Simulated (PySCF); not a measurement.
Cartesian coordinates (Å):
```xyz
5

Cd    -0.0287    -0.0592     0.0016
N      1.4883    -1.4060    -0.1279
H      2.1556    -1.2406     0.6417
H      2.0314    -1.2239    -0.9864
Br    -1.9987     1.3523     0.1663
```
Charge 0, multiplicity 1.

Question: What is the computed dipole moment, total energy and charge on the central atom (Mulliken) (PBE-D3(BJ)/def2-TZVP // PBE-D3(BJ)/def2-SVP in PySCF)?

Answer: 
```yaml
dipole_moment: 2.52 D
total_energy: -2797.5063 Ha
charge on the central atom (Mulliken): 0.65 e
```
